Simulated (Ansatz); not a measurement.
CH7AlN2O (`C[NH][Al]([NH2])[OH]`) at its PBE0-D4/def2-TZVP geometry, where that method's forces vanish. Total charge 0; spin multiplicity 1.

```
atom   x (Å)   y (Å)   z (Å)
  C1   1.854  -0.042   0.284
  N2   0.707  -0.685  -0.318
 Al3  -0.984  -0.164  -0.270
  N4  -1.465   1.299   0.590
  O5  -2.220  -1.037  -1.041
  H6   2.606   0.259  -0.456
  H7   2.353  -0.677   1.026
  H8   1.545   0.868   0.805
  H9   0.964  -1.526  -0.810
 H10  -0.857   1.917   1.097
 H11  -2.416   1.626   0.635
 H12  -2.088  -1.838  -1.542
```

**Question.** For each bond, give half the difference of the two atoms' forces along it (eV/Å; positive pushes the atoms apart) under PBE-D4, r2SCAN-D4, B3LYP-D4, ωB97M-V in def2-TZVPP. (Estimate.)

**Answer.** Ansatz gave: 
```json
{"bond": "C1–N2", "length (Å)": "1.446", "PBE-D4": "0.05", "r2SCAN-D4": "0.20", "B3LYP-D4": "0.27", "ωB97M-V": "0.29"}
{"bond": "C1–H6", "length (Å)": "1.097", "PBE-D4": "0.10", "r2SCAN-D4": "-0.05", "B3LYP-D4": "-0.08", "ωB97M-V": "-0.12"}
{"bond": "C1–H7", "length (Å)": "1.097", "PBE-D4": "0.10", "r2SCAN-D4": "-0.05", "B3LYP-D4": "-0.08", "ωB97M-V": "-0.12"}
{"bond": "C1–H8", "length (Å)": "1.093", "PBE-D4": "0.10", "r2SCAN-D4": "-0.04", "B3LYP-D4": "-0.09", "ωB97M-V": "-0.09"}
{"bond": "N2–Al3", "length (Å)": "1.770", "PBE-D4": "-0.08", "r2SCAN-D4": "-0.07", "B3LYP-D4": "-0.06", "ωB97M-V": "-0.07"}
{"bond": "N2–H9", "length (Å)": "1.008", "PBE-D4": "0.21", "r2SCAN-D4": "0.01", "B3LYP-D4": "-0.05", "ωB97M-V": "-0.09"}
{"bond": "Al3–N4", "length (Å)": "1.763", "PBE-D4": "-0.06", "r2SCAN-D4": "-0.03", "B3LYP-D4": "0.00", "ωB97M-V": "0.01"}
{"bond": "Al3–O5", "length (Å)": "1.698", "PBE-D4": "0.11", "r2SCAN-D4": "0.00", "B3LYP-D4": "0.03", "ωB97M-V": "0.06"}
{"bond": "N4–H10", "length (Å)": "1.005", "PBE-D4": "0.21", "r2SCAN-D4": "0.02", "B3LYP-D4": "0.00", "ωB97M-V": "-0.02"}
{"bond": "N4–H11", "length (Å)": "1.006", "PBE-D4": "0.20", "r2SCAN-D4": "0.03", "B3LYP-D4": "0.00", "ωB97M-V": "-0.02"}
{"bond": "O5–H12", "length (Å)": "0.954", "PBE-D4": "0.34", "r2SCAN-D4": "0.01", "B3LYP-D4": "0.01", "ωB97M-V": "-0.06"}
```

B3LYP here is the variant with VWN-RPA as its local correlation; programs differ in this.
